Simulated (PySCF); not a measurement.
## Dy³²⁺: ionisation energy

Dy³²⁺ [Ar] 3d10 4s2 4p4 [4p1/2^2 4p3/2^2, M_J = 2] → Dy³³⁺ [Ar] 3d10 4s2 4p3 [4p1/2^2 4p3/2^1, M_J = 3/2], as a difference of total energies. Calculation: PySCF 2.14, in an uncontracted even-tempered set (17 s from 3.1 bohr⁻², ratio 2.8; 13 p from 4.1 bohr⁻², ratio 2.8; 8 d from 7.2 bohr⁻², ratio 2.8; 4 f from 20 bohr⁻², ratio 3); the two-component X2C-1e Hamiltonian. Correlated levels: [Ne] frozen; the 74 highest virtual spinors dropped. "Screened" scales the spin-orbit matrix elements by Boettger's factors to mimic the two-electron term; Breit and QED terms are absent.

| method | ionisation energy (eV) |
| --- | --- |
| GHF (spin-free) | 1329.5 |
| GMP2 (spin-free) | 1330.9 |
| GHF (screened spin-orbit) | 1320.7 |
| GMP2 (screened spin-orbit) | 1321.6 |

Breit and QED terms and the two-electron picture change are absent.

The spin-free rows relax to the high-spin LS determinant and lack the spin-orbit shift.

The labels give the starting determinants; with spin-orbit coupling the two ends relaxed to ⟨J²⟩ = 6.00, ⟨L²⟩ = 3.19, ⟨S²⟩ = 1.46 and ⟨J²⟩ = 3.75, ⟨L²⟩ = 2.41, ⟨S²⟩ = 1.60.

For comparison: 1325 ± 4 eV (theoretical estimate listed by NIST; NIST Atomic Spectra Database, ionization energies).
